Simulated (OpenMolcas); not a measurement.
**Ne3+: effect of the basis set**

- Program: OpenMolcas 26.06
- Method: SS-CASPT2, IPEA 0.25 Eh, imaginary shift 0.1 Eh (closed shells correlated: 1s)
- Active space: 5 electrons in 4 orbitals (2s 2p)
- State averaging: 2S+1 = 4 odd, 1 root; 2S+1 = 2 odd, 8 roots; 2S+1 = 4 even, 3 roots; 2S+1 = 2 even, 6 roots
- Spin-orbit coupling: state interaction with AMFI integrals over the reference wave functions, term energies averaged over their components

A. ANO-RCC-VDZP [3s2p1d], DKH2, point nucleus; CASPT2 step about 2.1 core-seconds
B. ANO-L-VTZP [4s3p2d1f], non-relativistic, point nucleus; CASPT2 step about 1.4 core-seconds
C. ANO-RCC-VTZP [4s3p2d1f], DKH2, point nucleus; CASPT2 step roughly 1.9 core-seconds
D. ANO-R2 [4s4p2d1f], X2C, finite nucleus; CASPT2 step of the order of 4 core-seconds
E. ANO-R3 [4s4p2d1f], X2C, finite nucleus; CASPT2 step of the order of 1.4 core-seconds
F. ANO-RCC-VQZP [5s4p3d2f1g], DKH2, point nucleus; CASPT2 step about 2.4 core-seconds

Energies in cm-1 above 2s2 2p3 4S* 3/2, the measured ground level; measured values from Moore, Atomic Energy Levels, vol. I, NSRDS-NBS 35 (1971 reprint of NBS Circular 467, 1949).

| Level | A | B | C | D | E | F | Measured |
| --- | --- | --- | --- | --- | --- | --- | --- |
| 2s2 2p3 4S* 3/2 | 0.0 | 0.0 | 0.0 | 0.0 | 0.0 | 0.0 | 0.0 |
| 2s2 2p3 2D* 3/2 | 44090 | 42750 | 42200 | 42330 | 42330 | 41740 |  |
| 2s2 2p3 2D* 5/2 | 44120 | 42780 | 42230 | 42360 | 42360 | 41770 |  |
| 2s2 2p3 2P* 1/2 | 65160 | 63970 | 63270 | 63360 | 63360 | 62730 |  |
| 2s2 2p3 2P* 3/2 | 65170 | 63970 | 63280 | 63360 | 63360 | 62740 |  |
| 2s 2p4 4P 5/2 | 186190 | 183790 | 184300 | 184190 | 184190 | 184210 | 183860 |
| 2s 2p4 4P 3/2 | 186780 | 184340 | 184860 | 184740 | 184740 | 184770 | 184477 |
| 2s 2p4 4P 1/2 | 187120 | 184670 | 185190 | 185070 | 185070 | 185090 | 184799 |
| 2s 2p4 2D 3/2 | 259690 | 256060 | 256190 | 255940 | 255940 | 255380 |  |
| 2s 2p4 2D 5/2 | 259690 | 256070 | 256190 | 255940 | 255940 | 255380 |  |

Deviations, from unrounded energies. A percentage is the sum of absolute deviations over the sum of measured energies, with the sign that they share, or ± where signs differ.

```
           Against measurement  Levels     A     B     C     D     E     F
mean absolute deviation (cm-1)       3  2300   110   410   290   290   310
      other configurations (%)       3  +1.3  -0.1  +0.2  +0.2  +0.2  +0.2
```

B lies closest to measurement on these levels and A furthest from it. The largest miss of B in the table is 2s 2p4 4P 3/2, by -130 cm-1. The ranking rests on the paired levels alone, and a cruder setting can come out closer through cancelling errors.

Among A to F the level of the table that moves most is 2s 2p4 2D 5/2, by 4300 cm-1 (lowest in F, highest in A). Moves below CASPT2's spread within the term are not significant.

CASPT2 does not keep the components of a term degenerate, so their means are used; among the terms shown or strongly mixed into the levels shown the widest spread is 170 cm-1 (2s 2p4 2D, E). The basis is small and was not contracted for so high a charge (holds for A). Computed and measured levels are paired by configuration, term and J; levels that our copy of the source lacks, or whose pairing is in doubt (as where it misses far off the trend of its configuration), stay unpaired and out of the deviations. Only configurations of the active space appear. Levels that lie high or do not pair safely by name in every column are left out.

* marks odd parity.
